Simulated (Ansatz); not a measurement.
Reaction (ligand exchange at a B–C bond): `C#CB(C)C` + H₂S → `CB(C)S` + `C#C`

Program: Ansatz. Geometries: PBE0-D4/def2-TZVP. ΔE: electronic, gas phase. CCSD(T)/CBS adds triple-zeta CCSD(T) − MP2 to the extrapolated MP2 energy (def2 sets, frozen cores). This one scheme is used for every species. Each species was taken in one conformer, which may not be the lowest.

```
   species  MP2/CBS(def2) energy (Eh)
`C#CB(C)C`                 -181.10195
       H₂S                 -398.94045
  `CB(C)S`                 -502.85838
     `C#C`                  -77.19853
```

(1) Work out ΔE.

Largest T1 diagnostic among the species: 0.013.

Results:

(1) ΔE = (-502.85838) + (-77.19853) − (-181.10195) − (-398.94045) = -0.01451 Eh = -9.1 kcal/mol. CCSD(T)/CBS gives -8.7 kcal/mol.

In def2-TZVPP, CCSD(T) changes the Hartree–Fock value by −2.4 kcal/mol (the triples alone add −0.4 kcal/mol) and MP2 by −2.8 kcal/mol. Leaving LDA and LC-ωPBE aside and taking each functional with its dispersion term where it has one, the values, not all of them listed here, spread over 1.5 kcal/mol, from PBE-QIDH to B97M-V.
